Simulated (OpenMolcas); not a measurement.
**Sm2+: input and output**

Input:

```
&GATEWAY
Coord
1

Sm 0.0 0.0 0.0
Basis=ANO-RCC-VDZP
Group=XYZ
NoMove
AngMom=0.0 0.0 0.0
AMFI
&SEWARD
* reference wave functions (RASSCF and RASSI steps not shown): 6 electrons in 7 orbitals (4f)
>>> COPY JOB001 $Project.JobIph
&CASPT2
Multistate=7 1 2 3 4 5 6 7
Frozen=14 9
IPEA=0.25
Imaginary=0.1
MaxIter=60
WThr=0.0 0.3 0.05
PrWF=0.5
NoMix
>>> COPY JOB002 $Project.JobIph
&CASPT2
Multistate=62 1 2 3 4 5 6 7 8 9 10 11 12 13 14 15 16 17 18 19 20 21 22
23 24 25 26 27 28 29 30 31 32 33 34 35 36 37 38 39 40 41 42 43 44 45 46
47 48 49 50 51 52 53 54 55 56 57 58 59 60 61 62
Frozen=14 9
IPEA=0.25
Imaginary=0.1
MaxIter=60
WThr=0.0 0.3 0.05
PrWF=0.5
NoMix
```

Launched by
```bash
OMP_NUM_THREADS=1 MOLCAS_MEM=2252 MOLCAS_PROJECT=a pymolcas a.inp > a.log  # once for each step of the input, in one work folder
```

Output, cut to the results:

```
--- CASPT2 ---
Orbital specifications:
      -----------------------

      Symmetry species                           1   2
                                                ag  au
      Frozen orbitals                           14   9
      Inactive orbitals                          1   3
      Active orbitals                            0   7
      Secondary orbitals                        21  13
      Deleted orbitals                           0   0
      Number of basis functions                 36  32
Type of calculation                        MS-CASPT2
      Fock operator                              state-specific
      IPEA shift                                 0.25
      Real shift                                 0.00
      Imaginary shift                            0.10
      The input orbitals will be transformed to quasi-canonical
Reference energy:      -10417.8796429164
      E2 (Non-variational):      -0.4073446321
      Shift correction:          -0.0007426873
      E2 (Variational):          -0.4080873194
      Total energy:          -10418.2877302358
      Residual norm:              0.0000003569
      Reference weight:           0.88979
      Contributions to the CASPT2 correlation energy
      Active & Virtual Only:         -0.0941063137
      One Inactive Excited:          -0.1678863914
      Two Inactive Excited:          -0.1453519270
Reference energy:      -10417.8796429164
      E2 (Non-variational):      -0.4073624742
      Shift correction:          -0.0007461158
      E2 (Variational):          -0.4081085900
      Total energy:          -10418.2877515064
      Residual norm:              0.0000003697
      Reference weight:           0.88975
      Contributions to the CASPT2 correlation energy
      Active & Virtual Only:         -0.0941152227
      One Inactive Excited:          -0.1678946415
      Two Inactive Excited:          -0.1453526100
::    CASPT2 Root  1     Total energy: -10418.28773024
::    CASPT2 Root  2     Total energy: -10418.28775151
::    CASPT2 Root  3     Total energy: -10418.28712139
::    CASPT2 Root  4     Total energy: -10418.28708952
::    CASPT2 Root  5     Total energy: -10418.28758153
::    CASPT2 Root  6     Total energy: -10418.28747860
::    CASPT2 Root  7     Total energy: -10418.28743895
::    MS-CASPT2 Root  1     Total energy: -10418.28775336
::    MS-CASPT2 Root  2     Total energy: -10418.28773242
::    MS-CASPT2 Root  3     Total energy: -10418.28757878
::    MS-CASPT2 Root  4     Total energy: -10418.28747874
::    MS-CASPT2 Root  5     Total energy: -10418.28743806
::    MS-CASPT2 Root  6     Total energy: -10418.28712130
::    MS-CASPT2 Root  7     Total energy: -10418.28708907
--- CASPT2 ---
Orbital specifications:
      -----------------------

      Symmetry species                           1   2
                                                ag  au
      Frozen orbitals                           14   9
      Inactive orbitals                          1   3
      Active orbitals                            0   7
      Secondary orbitals                        21  13
      Deleted orbitals                           0   0
      Number of basis functions                 36  32
Type of calculation                        MS-CASPT2
      Fock operator                              state-specific
      IPEA shift                                 0.25
      Real shift                                 0.00
      Imaginary shift                            0.10
      The input orbitals will be transformed to quasi-canonical
Reference energy:      -10417.7810121936
      E2 (Non-variational):      -0.4272218585
      Shift correction:          -0.0014673818
      E2 (Variational):          -0.4286892402
      Total energy:          -10418.2097014339
      Residual norm:              0.0000003610
      Reference weight:           0.87486
      Contributions to the CASPT2 correlation energy
      Active & Virtual Only:         -0.1124863014
      One Inactive Excited:          -0.1686245083
      Two Inactive Excited:          -0.1461110488
Reference energy:      -10417.7810121936
      E2 (Non-variational):      -0.4273441244
      Shift correction:          -0.0014602702
      E2 (Variational):          -0.4288043946
      Total energy:          -10418.2098165882
      Residual norm:              0.0000003329
      Reference weight:           0.87466
      Contributions to the CASPT2 correlation energy
      Active & Virtual Only:         -0.1125100082
      One Inactive Excited:          -0.1687217720
      Two Inactive Excited:          -0.1461123442
::    CASPT2 Root  1     Total energy: -10418.20970143
::    CASPT2 Root  2     Total energy: -10418.20981659
::    CASPT2 Root  3     Total energy: -10418.20988743
::    CASPT2 Root  4     Total energy: -10418.20970612
::    CASPT2 Root  5     Total energy: -10418.20976195
::    CASPT2 Root  6     Total energy: -10418.18194681
::    CASPT2 Root  7     Total energy: -10418.18208600
::    CASPT2 Root  8     Total energy: -10418.18219337
::    CASPT2 Root  9     Total energy: -10418.18207913
::    CASPT2 Root 10     Total energy: -10418.18219416
::    CASPT2 Root 11     Total energy: -10418.18191359
::    CASPT2 Root 12     Total energy: -10418.18202788
::    CASPT2 Root 13     Total energy: -10418.18217378
::    CASPT2 Root 14     Total energy: -10418.18177990
::    CASPT2 Root 15     Total energy: -10418.18201816
::    CASPT2 Root 16     Total energy: -10418.18185511
::    CASPT2 Root 17     Total energy: -10418.18184180
::    CASPT2 Root 18     Total energy: -10418.18148831
::    CASPT2 Root 19     Total energy: -10418.18194279
::    CASPT2 Root 20     Total energy: -10418.18178365
::    CASPT2 Root 21     Total energy: -10418.18200758
::    CASPT2 Root 22     Total energy: -10418.18200302
::    CASPT2 Root 23     Total energy: -10418.18772570
::    CASPT2 Root 24     Total energy: -10418.18765621
::    CASPT2 Root 25     Total energy: -10418.18736448
...
```

Levels above the lowest, from the spin-orbit matrix with the single-state CASPT2 energies, averaged by term, on its diagonal:

```json
{"Configuration": "4f6", "Term": "7F", "J": "0", "E (cm-1)": "0.0", "Measured (cm-1)": "0.0", "Term weight %": "94"}
{"Configuration": "4f6", "Term": "7F", "J": "1", "E (cm-1)": "295", "Measured (cm-1)": "293", "Term weight %": "95"}
{"Configuration": "4f6", "Term": "7F", "J": "2", "E (cm-1)": "840", "Measured (cm-1)": "814", "Term weight %": "97"}
{"Configuration": "4f6", "Term": "7F", "J": "3", "E (cm-1)": "1564", "Measured (cm-1)": "1493", "Term weight %": "98"}
{"Configuration": "4f6", "Term": "7F", "J": "4", "E (cm-1)": "2400", "Measured (cm-1)": "2278", "Term weight %": "98"}
{"Configuration": "4f6", "Term": "7F", "J": "5", "E (cm-1)": "3300", "Measured (cm-1)": "3132", "Term weight %": "98"}
{"Configuration": "4f6", "Term": "7F", "J": "6", "E (cm-1)": "4280", "Measured (cm-1)": "4027", "Term weight %": "97"}
{"Configuration": "4f6", "Term": "5D", "J": "0", "E (cm-1)": "16210", "Measured (cm-1)": "", "Term weight %": "94"}
{"Configuration": "4f6", "Term": "5D", "J": "1", "E (cm-1)": "16850", "Measured (cm-1)": "", "Term weight %": "95"}
{"Configuration": "4f6", "Term": "5D", "J": "2", "E (cm-1)": "18200", "Measured (cm-1)": "", "Term weight %": "96"}
{"Configuration": "4f6", "Term": "5D", "J": "3", "E (cm-1)": "20350", "Measured (cm-1)": "", "Term weight %": "97"}
{"Configuration": "4f6", "Term": "5D", "J": "4", "E (cm-1)": "23430", "Measured (cm-1)": "", "Term weight %": "97"}
{"Configuration": "4f6", "Term": "5G", "J": "3", "E (cm-1)": "24510", "Measured (cm-1)": "", "Term weight %": "94"}
{"Configuration": "4f6", "Term": "5G", "J": "4", "E (cm-1)": "24560", "Measured (cm-1)": "", "Term weight %": "88"}
{"Configuration": "4f6", "Term": "5G", "J": "2", "E (cm-1)": "24620", "Measured (cm-1)": "", "Term weight %": "100"}
{"Configuration": "4f6", "Term": "5G", "J": "5", "E (cm-1)": "24850", "Measured (cm-1)": "", "Term weight %": "85"}
{"Configuration": "4f6", "Term": "5L", "J": "6", "E (cm-1)": "25090", "Measured (cm-1)": "", "Term weight %": "100"}
{"Configuration": "4f6", "Term": "5L", "J": "7", "E (cm-1)": "25580", "Measured (cm-1)": "", "Term weight %": "100"}
{"Configuration": "4f6", "Term": "5G", "J": "6", "E (cm-1)": "25590", "Measured (cm-1)": "", "Term weight %": "84"}
{"Configuration": "4f6", "Term": "5L", "J": "8", "E (cm-1)": "26150", "Measured (cm-1)": "", "Term weight %": "100"}
{"Configuration": "4f6", "Term": "5L", "J": "9", "E (cm-1)": "26780", "Measured (cm-1)": "", "Term weight %": "100"}
{"Configuration": "4f6", "Term": "5L", "J": "10", "E (cm-1)": "27480", "Measured (cm-1)": "", "Term weight %": "100"}
{"Configuration": "4f6", "Term": "5H", "J": "3", "E (cm-1)": "29490", "Measured (cm-1)": "", "Term weight %": "94"}
{"Configuration": "4f6", "Term": "5H", "J": "4", "E (cm-1)": "29690", "Measured (cm-1)": "", "Term weight %": "82"}
```

Against the 6 measured excited levels shown (Martin, Zalubas and Hagan, Atomic Energy Levels: The Rare-Earth Elements, NSRDS-NBS 60 (1978)) the mean absolute deviation is 110 cm-1; the largest miss in energy is 4f6 7F6: computed 4280, measured 4027 cm-1 (+6.4 %).

CASPT2 does not keep the components of a term degenerate, so their means are used; among the terms shown or strongly mixed into the levels shown the widest spread is 150 cm-1 (4f6 5L). High states are left out of the spin-orbit mixing, which shifts the levels that they would mix with. Measured partners are found by configuration, term and J. A level has none where our copy of the source lacks it or the pairing is in doubt (some pairs that miss far off the trend of their configuration count as doubtful), and it then counts in no deviation. Only configurations of the active space appear. The first state left out of the spin-orbit step lies near 39000 cm-1 above the lowest spin-free state of the reference (among the parities and spins computed), and the list stops at four fifths of that energy or lower. The table shows the lowest 24 of 27 levels.

The CASPT2 steps took 60 s on 1 thread of Arm Neoverse V1, on a shared host; the integral step is not counted.

The term weight is that of the spin-free term in the level, not the purity of its configuration.
